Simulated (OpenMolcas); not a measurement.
Computed levels of 5s2 5p2 in ions with 50 electrons, in cm-1 above 3P0.

```yaml
Program: OpenMolcas 26.06
Method: CASSCF
Basis: ANO-R3
Scalar_Hamiltonian: X2C, finite nucleus
Spin-orbit_coupling: RASSI with atomic mean-field integrals over the reference wave functions, term energies averaged over their components
```

Active space for each ion: 4 electrons in 4 orbitals (5s 5p).

```json
{"Level": "3P1", "Sn": "1451", "Sb+": "2646", "I3+": "5840", "Xe4+": "7928"}
{"Level": "3P2", "Sn": "3155", "Sb+": "5314", "I3+": "10362", "Xe4+": "13351"}
{"Level": "1D2", "Sn": "10448", "Sb+": "14460", "I3+": "23121", "Xe4+": "28241"}
{"Level": "1S0", "Sn": "17472", "Sb+": "23474", "I3+": "35559", "Xe4+": "42182"}
```

Q: Estimate 3P2, 1D2, 1S0 for Te2+ from its neighbours Sb+ and I3+.

A: 3P2 is fine structure, which grows about as the fourth power of a screened charge, so the fourth roots are averaged: ((5314^0.25 + 10362^0.25) / 2)^4 = 7525. The calculation gives 7698, so the estimate is off by -2.2 %; the measured value is 8167 (the list in Zhang, Palmeri, Quinet and Biemont, Astron. Astrophys. 551, A136 (2013)).
1D2 is another term, which grows about linearly with the charge: (14460 + 23121) / 2 = 18790. The calculation gives 18592, so the estimate is off by +1.1 %; the measured value is 17360 (the list in Zhang, Palmeri, Quinet and Biemont, Astron. Astrophys. 551, A136 (2013)).
1S0 is another term, which grows about linearly with the charge: (23474 + 35559) / 2 = 29516. The calculation gives 29416, so the estimate is off by +0.3 %; the measured value is 30398 (the list in Zhang, Palmeri, Quinet and Biemont, Astron. Astrophys. 551, A136 (2013)).

Measured partners are found by configuration, term and J. A level has none where our copy of the source lacks it or the pairing is in doubt (some pairs that miss far off the trend of their configuration count as doubtful), and it then counts in no deviation. Levels of configurations outside the active space are missing.
